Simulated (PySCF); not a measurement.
C₄H₈BN. Atoms are numbered in the order given.

```xyz
14

C     -0.7754     2.0475     0.0000
C     -0.0137     0.7627     0.0000
C      1.3217     0.5208     0.0000
C      1.3585    -1.0080     0.0000
B     -0.2429    -0.7881     0.0000
N     -1.3430    -1.6426     0.0000
H     -1.4339     2.1208    -0.8831
H     -0.1103     2.9269     0.0000
H     -1.4339     2.1208     0.8831
H      2.1648     1.2299     0.0000
H      1.8199    -1.4659    -0.8936
H      1.8199    -1.4659     0.8936
H     -1.2560    -2.6519     0.0000
H     -2.3015    -1.3139     0.0000
```

Coordinates come from a B3LYP-D3(BJ)/def2-SVP optimisation. This is a generated structure with no PubChem entry under its InChIKey; it may be hypothetical. One conformer was computed; it need not be the lowest.

All values below come from PBE/pcSseg-1 run with PySCF.

GIAO shieldings, no solvent; atoms listed in one row are averaged. δ = σ(ref) − σ: ¹³C against TMS (σ = 182.0 ppm); ¹¹B against BF3 (σ = 83.9 ppm); ¹⁵N against NH3 (σ = 267.0 ppm); ¹H against TMS (σ = 31.49 ppm), references at their B3LYP-D3(BJ)/def2-TZVP geometries, non-relativistic.

Computed chemical shifts:
| nucleus | atoms | count | δ (ppm) |
|---|---|---|---|
| ¹³C | C3 | 1 | 165.6 |
| ¹³C | C2 | 1 | 157.5 |
| ¹³C | C4 | 1 | 23.2 |
| ¹³C | C1 | 1 | 19.7 |
| ¹¹B | B5 | 1 | 26.8 |
| ¹⁵N | N6 | 1 | 97.3 |
| ¹H | H10 | 1 | 8.00 |
| ¹H | H14 | 1 | 3.91 |
| ¹H | H13 | 1 | 3.72 |
| ¹H | H7, H8, H9 | 3 | 2.01 |
| ¹H | H11, H12 | 2 | 1.69 |
